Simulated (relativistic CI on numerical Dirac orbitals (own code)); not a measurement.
## Transition arrays of Ru XXIII

Computed by Dirac-Coulomb-Breit CI, separate exchange-only KLI orbitals for each configuration, QED by a radiative potential, valence Slater integrals scaled by 0.9, whole transition arrays (own radial code, finite nucleus).

Configuration list (outside the closed core [Ne] 3s2): 3p⁶3d⁴, 3p⁶3d³4f, 3p⁵3d⁵, 3p⁶3d³4p, 3p⁶3d³5f. Levels of other configurations are missing.

All E1 lines from the levels of 3p⁶3d⁴; mean and standard deviation are weighted by gf, and upper levels are sorted by their leading configuration.

| Upper configuration | Lines | Σgf | Mean (eV) | Mean (nm) | σ (eV) | Strongest line (nm) |
| --- | --- | --- | --- | --- | --- | --- |
| 3p⁶3d³4f | 2825 | 636.5 | 579.23 | 2.141 | 5.86 | 2.124 |
| 3p⁵3d⁵ | 3245 | 241.1 | 185.56 | 6.682 | 15.21 | 6.112 |
| 3p⁶3d³4p | 1718 | 33.3 | 458.70 | 2.703 | 5.65 | 2.696 |
| 3p⁶3d³5f | 2825 | 199.1 | 746.27 | 1.661 | 6.36 | 1.653 |

Σgf per state of the lower configuration in bins of 0.2 nm over the central range (centre: value): 1.7: 0.95, 2.1: 2.98, 2.3: 0.05, 2.7: 0.16, 5.9: 0.03, 6.1: 0.18, 6.3: 0.18, 6.5: 0.19, 6.7: 0.15, 6.9: 0.09, 7.1: 0.08, 7.3: 0.06, 7.5: 0.06.

Task: How do configuration mixing and the scaling of the Slater integrals move the arrays?

Result: Slater scale 0.9, no configuration mixing: 3p⁶3d³4f 579.2 ± 5.9 eV (Σgf 623.5), 3p⁵3d⁵ 185.8 ± 15.2 eV (Σgf 255.0), 3p⁶3d³4p 458.8 ± 5.6 eV (Σgf 33.4), 3p⁶3d³5f 746.1 ± 6.3 eV (Σgf 161.0); Slater scale 1: 3p⁶3d³4f 580.0 ± 6.4 eV (Σgf 641.0), 3p⁵3d⁵ 187.8 ± 16.2 eV (Σgf 242.3), 3p⁶3d³4p 458.8 ± 6.2 eV (Σgf 33.3), 3p⁶3d³5f 746.6 ± 7.0 eV (Σgf 200.8); Slater scale 0.8: 3p⁶3d³4f 578.5 ± 5.3 eV (Σgf 632.1), 3p⁵3d⁵ 183.3 ± 14.3 eV (Σgf 239.9), 3p⁶3d³4p 458.6 ± 5.1 eV (Σgf 33.3), 3p⁶3d³5f 746.0 ± 5.8 eV (Σgf 197.5). With mixing, levels are counted to their leading configuration, so an array can shrink or vanish into another, and the sums then hold other lines.
